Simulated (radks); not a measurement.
The gold ion Au+, 78 electrons, occupied as [Xe] 4f14 5d10.

Method: scalar-relativistic Kohn-Sham, BLYP, spin-polarised, spherical densities, finite nucleus; Fermi nuclear charge, rms radius 5.4371 fm; computed with a radial shooting solver on a logarithmic mesh with Libxc functionals.

Energy parts (Ry):
part                       energy
total                 -38016.5629
kinetic                42512.7676
electron-nucleus      -94524.5825
Hartree                14721.2521
exchange-correlation    -726.0001

Orbitals (lengths in bohr, moments of r in powers of bohr):
orbital,occ.,eigenvalue (Ry),<r>,<r^4>
1s,2,-5935.583,0.01687,4.248e-07
2s,2,-1047.865,0.07113,0.00006226
2p,6,-906.3137,0.06424,0.00005050
3s,2,-247.7848,0.1839,0.002251
3p,6,-206.7070,0.1851,0.002474
3d,10,-162.7325,0.1677,0.001901
4s,2,-54.24458,0.4071,0.05050
4p,6,-40.76924,0.4336,0.06754
4d,10,-24.56727,0.4584,0.09358
5s,2,-8.58662,0.9270,1.355
4f,14,-6.58105,0.4988,0.1877
5p,6,-5.01909,1.073,2.589
5d,10,-1.12065,1.581,17.36

The highest occupied level is 5d at -15.247 eV. The electron density at the nucleus is 2.303e+06 e/bohr^3 (large components only). Summed over all electrons, <r^2> = 48.62 bohr^2, which gives a Langevin (diamagnetic) susceptibility term of -38.5 x 10^-6 cm^3/mol.
